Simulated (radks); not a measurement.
Spin polarisation of the 4f7 shell in Gd3+. Start: [Xe] 4f(up 3.5, down 3.5); electrons of 4f are moved from spin down to spin up, other shells keep equal spins. All-electron calculation, non-relativistic Kohn-Sham, BLYP, spin-polarised, spherical densities, point nucleus. Program: a radial shooting solver on a logarithmic mesh with Libxc functionals.

moment (Bohr magnetons)  E - E(0) (eV)  e(4f up) (eV)  e(4f down) (eV)  5p down minus up (eV)  5s down minus up (eV)  4d down minus up (eV)
0                                0.000        -37.629          -37.629                  0.000                  0.000                  0.000
1                               -0.200        -38.013          -37.214                  0.282                  0.358                  0.890
2                               -0.799        -38.365          -36.769                  0.564                  0.716                  1.780
3                               -1.796        -38.685          -36.294                  0.846                  1.074                  2.667
4                               -3.190        -38.972          -35.789                  1.128                  1.431                  3.551
5                               -4.979        -39.225          -35.255                  1.410                  1.789                  4.431
6                               -7.159        -39.441          -34.691                  1.692                  2.146                  5.306
7                               -9.728        -39.620          -34.097                  1.974                  2.504                  6.175

At moment 7 the spin-polarisation energy is -9.728 eV and the 4f exchange splitting 5.523 eV, that is 0.789 eV per Bohr magneton; E = -I m^2/4 would give I = 0.794 eV.
